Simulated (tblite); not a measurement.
Species: C₃H₆FNSi.
Geometry (GFN2-xTB, Å), atoms numbered from 1 in this order:
```
atom  x, y, z in Å
N1     2.6652   -1.4747   -0.7685
C2     2.0363   -0.5455   -0.5373
Si3    0.9817    0.9524   -0.1562
C4    -0.5442    0.2605    0.7601
C5    -1.3432   -0.7032   -0.1007
F6    -1.7475   -0.0797   -1.2596
H7     0.6365    1.5742   -1.4306
H8     1.7587    1.8101    0.7402
H9    -1.1954    1.0824    1.0618
H10   -0.2489   -0.2650    1.6690
H11   -2.2556   -1.0455    0.4001
H12   -0.7423   -1.5668   -0.4044
```

Computed with GFN2-xTB (tblite): harmonic, unscaled wavenumbers at the GFN2-xTB geometry, gas phase. The method is semi-empirical: single wavenumbers can be off by several per cent or more. Modes of hydrogen on silicon can be 10 to 20 % off. One conformer, not necessarily the lowest.

Harmonic wavenumbers (cm⁻¹): 33.1, 93.8, 113.5, 230.9, 262.5, 338.6, 416.4, 498.7, 558.5, 605.8, 648.7, 730.2, 745.3, 785.4, 960.8, 973.2, 1077.9, 1162.5, 1204.1, 1290.2, 1331.4, 1454.2, 1465.6, 2268.8, 2310.8, 2353.8, 2936.3, 2950.0, 2985.4, 2995.0.

A = 4272, B = 1693, C = 1461 MHz; mass 103.025 u (most abundant isotopes); point group C1, symmetry number 1.

Question: What is the zero-point energy?

Answer: Half the sum of the wavenumbers: 17891 cm⁻¹ = 51.15 kcal/mol.

Question: Give the ideal-gas entropy at 298.15 K and 1 bar in the rigid-rotor, harmonic-oscillator model (classical rotation).

Answer: Translation 39.83, rotation 27.81, vibration 21.26: S = 88.9 cal/(mol K).

Question: And Cp and H(298.15 K) − H(0)?

Answer: Cp = 28.94 cal/(mol K), of which vibrations give 20.99 (their classical limit is 30 R = 59.6); H(298.15 K) − H(0) = 5.59 kcal/mol without the zero-point energy, 3.22 from vibrations.

Question: What must be added to the electronic energy to get the Gibbs energy at 298.15 K and 1 bar?

Answer: ZPE + [H(298.15 K) − H(0)] − T·S = 51.15 + 5.59 − 26.51 = 30.23 kcal/mol.

Question: How do the functions run with temperature in this model?

Answer: 
```csv
T (K),S (cal/(mol K)),Cp (cal/(mol K)),H − H(0) (kcal/mol),G − H(0) (kcal/mol),ln q(vib)
100,65.9,15.5,1.18,-5.41,1.56
200,78.7,22.4,3.07,-12.68,3.45
300,89.1,29.1,5.65,-21.08,5.29
500,106.5,39.4,12.56,-40.70,8.85
800,127.3,49.0,25.94,-75.90,13.76
1000,138.7,53.2,36.18,-102.53,16.71
```

q(vib) and H(0) count from the zero-point level.

Question: Blend soft modes into free rotors: weight 1/[1 + (100 cm⁻¹/ν̃)⁴] for the oscillator and the rest for a rotor with moment μB/(μ + B), μ = h/(8π²ν), B = 10⁻⁴⁴ kg m². What vibrational entropy results?

Answer: 19.07 cal/(mol K) in place of 21.26, which changes −T·S at 298.15 K by +0.65 kcal/mol.

Hindered rotation and anharmonicity are outside this model. Other conformers, if any are populated, would add a mixing term that is left out. The structure is chiral; the term R ln 2 for an equal mix with its mirror image is left out.
